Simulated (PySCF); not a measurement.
# Simulated absorption spectrum

C11H14O.
InChI=1S/C11H14O/c1-5-10-6-7-12-11(10)9(4)8(2)3/h1,6-9H,2-4H3/t9-/m1/s1

Level of theory: TDDFT B3LYP/def2-SVPD, vertical, gas phase, core orbitals frozen in the response (PySCF 2.14.0, density-fitted response routines). Geometry: PBE0-D3(BJ)/def2-SVP, one conformer, isolated molecule. Torsions of this conformer, `[CH:1]#[C:2][c:3]1[cH:4][cH:5][o:6][c:7]1[C@H:8]([CH3:9])[CH:10]([CH3:11])[CH3:12]`: O6–C7–C8–C9 -119°, C7–C8–C10–C11 -178°.

Each state is given a Gaussian of 0.25 eV full width at half maximum, with ε(max) = 2.175×10⁸ f / Δν̃ (Δν̃ the width in cm⁻¹). The width is an assumption, not a result. The curve ends short of the highest state used, and states not computed would add to its high-energy end.

E (eV), ε (L mol⁻¹ cm⁻¹) and a bar:
```
     4.90         38 
     4.93         99 
     4.96        238 
     4.99        525 #
     5.02       1073 #
     5.05       2022 ##
     5.08       3520 ####
     5.11       5656 #######
     5.14       8391 ##########
     5.17      11494 ##############
     5.21      15442 ##################
     5.24      17556 #####################
     5.27      18428 ######################
     5.30      17860 #####################
     5.33      15984 ###################
     5.36      13211 ################
     5.39      10092 ############
     5.42       7137 ########
     5.45       4698 ######
     5.48       2924 ###
     5.51       1799 ##
     5.54       1211 #
     5.57       1019 #
     5.60       1090 #
     5.63       1316 ##
     5.67       1703 ##
     5.70       1965 ##
     5.73       2150 ###
     5.76       2243 ###
     5.79       2266 ###
     5.82       2292 ###
     5.85       2439 ###
     5.88       2884 ###
     5.91       3842 #####
     5.94       5537 #######
     5.97       8122 ##########
     6.00      11580 ##############
     6.03      15631 ##################
     6.06      19718 #######################
     6.10      23947 ############################
     6.13      25326 ##############################
     6.16      24779 #############################
     6.19      22436 ###########################
     6.22      18826 ######################
```

Problem. Where are the band maxima, and which computed states make them?

Solution. 235 nm (5.27 eV), ε about 18000, made up of S1 (100%); 202 nm (6.14 eV), ε about 25000, made up of S6 (100%) (ε in L mol⁻¹ cm⁻¹; maxima over ε = 5, shares over 10%). The states used: S1 5.27 eV (f 0.171); S2 5.58 eV (f 0.0007); S3 5.73 eV (f 0.017); S4 5.81 eV (f 0.0001); S5 5.88 eV (f 0.0076); S6 6.14 eV (f 0.234); S7 6.33 eV (f 0.0020); S8 6.40 eV (f 0.0070); S9 6.65 eV (f 0.0049); S10 6.82 eV (f 0.0003).

Problem. On this curve, what absorbance would a 10⁻³ mol/L sample give at 248 nm over a 1 cm path?

Solution. 248 nm is 4.999 eV, where ε is about 660 L mol⁻¹ cm⁻¹, so A = ε c l ≈ 0.66 (Beer–Lambert, with the gas-phase spectrum and the assumed width).

Problem. Coming from long wavelengths, where does ε first pass 100 L mol⁻¹ cm⁻¹?

Solution. At about 251 nm (4.93 eV), 0.34 eV below S1.

Problem. What would ε be at 6.14 eV, the highest of these maxima, with half the width (0.125 eV)?

Solution. About 50400 L mol⁻¹ cm⁻¹ against 25400, a factor of about 1.99; a lone state at its own centre would give exactly 2.

On an AMD EPYC 9R45 with 2 threads, shared host with 96 logical CPUs at a one-minute load of 39, this took 52 s wall, 2.0 min CPU and 2.0 GiB of memory at its peak.
